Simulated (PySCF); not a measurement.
W(O)(NH)(F)(Br) (BrFHNOW), SMILES [NH]=[W](=[O])([F])[Br], multiplicity 1. Geometry optimised at PBE-D3(BJ)/def2-SVP. The spin state was assumed, not searched. The structure was generated by enumeration; whether it is a known compound was not checked. The def2 effective core potentials stand for the cores of W; spin–orbit coupling is left out.

Computed with PBE-D3(BJ)/def2-SVP in PySCF.

Harmonic wavenumbers (cm⁻¹): 121, 158, 207, 235, 280, 318, 526, 615, 681, 966, 1000, 3525. Rotational constants (GHz): 3.554, 1.062, 1.023; symmetry number 1.

**Question.** Work out the zero-point energy and the ideal-gas rigid-rotor harmonic-oscillator thermochemistry at 298.15 K and 1 atm.

**Answer.** ZPE = ½ Σ hcν = ½ × 8632 cm⁻¹ = 12.34 kcal/mol. H − E(el) = 17.08 kcal/mol. Entropy in cal/(mol K): translation 43.13, rotation 28.81, vibration 13.97, total 85.91. G − E(el) = -8.53 kcal/mol. Cp = 22.59 cal/(mol K). Modes under 150 cm⁻¹ make the vibrational entropy uncertain.
